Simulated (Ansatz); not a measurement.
Reaction (formal exchange of groups at the Si–C bond): `NC[SiH2]S` + `CC` → `CC[SiH2]S` + CH₃NH₂

Computed with Ansatz on PBE0-D4/def2-TZVP structures; ΔE is electronic, products minus reactants. CCSD(T)/CBS adds triple-zeta CCSD(T) − MP2 to the extrapolated MP2 energy (def2 sets, frozen cores). This one scheme is used for every species. Each species was taken in one conformer, which may not be the lowest.

`NC[SiH2]S`:

Cartesian coordinates in Å:
```
N -0.648 1.701 0.066
C -0.561 0.350 -0.476
Si 0.982 -0.469 0.217
S 1.123 -2.535 -0.334
H -1.395 2.229 -0.367
H -0.829 1.683 1.061
H -0.429 0.406 -1.561
H -1.445 -0.285 -0.305
H 0.970 -0.323 1.700
H 2.213 0.148 -0.333
H 0.018 -2.905 0.333
```

`CC`:

```xyz
8

C    -0.694   -0.079   -0.297
C     0.694    0.079    0.297
H    -0.797   -1.030   -0.825
H    -1.465   -0.048    0.477
H    -0.915    0.718   -1.011
H     0.797    1.030    0.825
H     1.465    0.048   -0.477
H     0.915   -0.718    1.011
```

`CC[SiH2]S`:

```xyz
12

C     1.335    0.346   -1.048
C    -0.137    0.194   -0.673
Si   -0.389   -0.128    1.153
S    -2.455   -0.292    1.697
H     1.797    1.186   -0.524
H     1.908   -0.550   -0.796
H     1.458    0.522   -2.120
H    -0.703    1.092   -0.939
H    -0.593   -0.630   -1.231
H     0.350   -1.358    1.548
H     0.105    1.013    1.968
H    -2.675   -1.396    0.963
```

CH₃NH₂:

Cartesian coordinates in Å:
```
C -0.198 -0.171 0.504
N 0.114 0.524 -0.733
H 0.319 -1.131 0.648
H -1.272 -0.362 0.552
H 0.050 0.470 1.353
H -0.118 -0.050 -1.533
H 1.105 0.720 -0.792
```

| species | HF/def2-TZVPP energy (Eh) |
| --- | --- |
| `NC[SiH2]S` | -782.94161 |
| `CC` | -79.26175 |
| `CC[SiH2]S` | -766.94742 |
| CH₃NH₂ | -95.25712 |

(1) Work out ΔE.

Largest T1 diagnostic among the species: 0.010.

Answers

(1) ΔE = (-766.94742) + (-95.25712) − (-782.94161) − (-79.26175) = -0.00118 Eh = -3.1 kJ/mol. CCSD(T)/CBS gives -3.8 kJ/mol.
